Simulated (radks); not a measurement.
The numbers below are computed, except where a source is named.
Species: the phosphorus ion P+. Configuration: [Ne] 3s2 3p2. Level of theory: scalar-relativistic Kohn-Sham, BP86, spin-polarised, spherical densities, finite nucleus; open shells are filled with parallel spins first; Fermi nuclear charge, rms radius 3.1889 fm (a radial shooting solver on a logarithmic mesh with Libxc functionals).

X-ray form factor f0, the Fourier transform of the density (f0(0) = 14):

sin(theta)/lambda (1/angstrom)  f0 (electrons)
0.05                                    13.636
0.1                                     12.694
0.15                                    11.503
0.2                                     10.357
0.25                                     9.400
0.3                                      8.648
0.4                                      7.544
0.5                                      6.652
0.6                                      5.808
0.8                                      4.275
1                                        3.123
1.25                                     2.232
1.5                                      1.752
2                                        1.335
